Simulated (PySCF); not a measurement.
**Dipole polarisabilities along group 14, charge +1**

Calculated with PySCF 2.14 for the ground configurations, without spin-orbit coupling: coupled response for Hartree-Fock and DFT. Mean α in bohr³, C₆ of like pairs in atomic units.

```tsv
species	α UHF	α PBE	α PBE0	C₆ UHF	C₆ PBE	C₆ PBE0
C⁺ [He] 2s2 2p1 (aug-cc-pVQZ with one added diffuse shell each of s, p, d, f, g type, non-relativistic)	6.307	6.099	6.079	14.96	14.67	14.57
Si⁺ [Ne] 3s2 3p1 (aug-cc-pV(Q+d)Z with one added diffuse shell each of s, p, d, f, g type, non-relativistic)	19.56	19.10	19.07	105.1	100.7	100.9
Ge⁺ [Ar] 3d10 4s2 4p1 (aug-cc-pVQZ-PP with one added diffuse shell each of s, p, d, f, g type with ECP10MDF, ECP)	19.83	19.15	19.11	116.4	109.7	109.9
Sn⁺ [Kr] 4d10 5s2 5p1 (aug-cc-pVQZ-PP with one added diffuse shell each of s, p, d, f, g type with ECP28MDF, ECP)	28.91	27.15	27.22	225.1	205.5	207.1
Pb⁺ [Xe] 4f14 5d10 6s2 6p1 (aug-cc-pVQZ-PP with one added diffuse shell each of s, p, d, f, g type with ECP60MDF, ECP)	28.78	27.94	27.63	250.4	237.3	235.9
```

The values depend on the diffuse functions of the basis.
